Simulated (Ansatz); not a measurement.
Al2Si2, relaxed as a quintet with UKS PBE-D4/def2-TZVP in Ansatz, starting from the PBE-D4/def2-TZVP geometry of the neutral singlet. Force threshold 0.02 eV/Å.

At PBE-D4/def2-TZVP a triplet of charge 0 lies 0.76 eV below the quintet, each at its own geometry. The structure comes from a short search, and lower isomers may exist.

Start:

```tsv
atom	x (Å)	y (Å)	z (Å)
Al1	-0.242	0.565	-1.043
Al2	0.242	-0.569	1.041
Si3	-2.107	0.033	0.507
Si4	2.107	-0.029	-0.505
```

Estimate the energy that the relaxation releases and the steps that it takes.

0.38 eV, in 4 steps; 8 s on 4 threads of Arm Neoverse V2 on a shared host. No frequencies were taken in this run, so the end may be a saddle point.

Does the start keep its bonding and symmetry?

By distances, no bond broke or formed. The bond that changes most is Al1–Al2, from 2.42 to 2.84 Å (atoms count from 1). Point group D2h at the start, D2h at the end, both within 0.05 Å.

Predict the relaxed structure.


```
atom    x (Å)    y (Å)    z (Å)
 Al1  -0.2843   0.6654  -1.2239
 Al2   0.2842  -0.6663   1.2234
 Si3  -1.9884   0.0294   0.4779
 Si4   1.9886  -0.0285  -0.4775
```
Bond lengths (bridged metal pairs left out): 4 × Al–Si 2.49 Å; 1 × Al–Al 2.84 Å.
